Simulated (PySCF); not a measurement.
**What builds the third ionisation energy along group 14**

Calculated with PySCF 2.14 from differences of total energies of unrestricted determinants, without spin-orbit coupling. Each column adds one step, in eV (sums use unrounded values): valence MP2, valence CCSD, valence triples, then the next inner shell at CCSD(T) (C 1s, Ge 3s 3p 3d, Sn 4s 4p 4d, Pb 5s 5p 5d). References (NIST) marked * lie between the lowest fine-structure levels; the others compare directly ((s) semi-empirical, (t) theoretical).

```json
{"element": "C [He] 2s2 → [He] 2s1 (ANO-RCC-VTZP, spin-free X2C)", "UHF": "45.803", "+ MP2": "1.176", "+ CCSD": "0.826", "+ (T)": "0.000", "+ inner shell": "0.002", "sum": "47.806", "reference": "47.888"}
{"element": "Ge [Ar] 3d10 4s2 → [Ar] 3d10 4s1 (ANO-RCC-VTZP, spin-free X2C)", "UHF": "32.244", "+ MP2": "0.722", "+ CCSD": "0.329", "+ (T)": "0.000", "+ inner shell": "0.518", "sum": "33.814", "reference": "34.058"}
{"element": "Sn [Kr] 4d10 5s2 → [Kr] 4d10 5s1 (ANO-RCC-VTZP, spin-free X2C)", "UHF": "28.535", "+ MP2": "0.635", "+ CCSD": "0.252", "+ (T)": "0.000", "+ inner shell": "0.913", "sum": "30.335", "reference": "30.506"}
{"element": "Pb [Xe] 4f14 5d10 6s2 → [Xe] 4f14 5d10 6s1 (ANO-RCC-VTZP, spin-free X2C)", "UHF": "29.790", "+ MP2": "0.547", "+ CCSD": "0.171", "+ (T)": "0.000", "+ inner shell": "1.177", "sum": "31.685", "reference": "31.937"}
```

What remains against the references is mostly basis incompleteness.

These are valence bases, so the inner-shell step is incomplete.
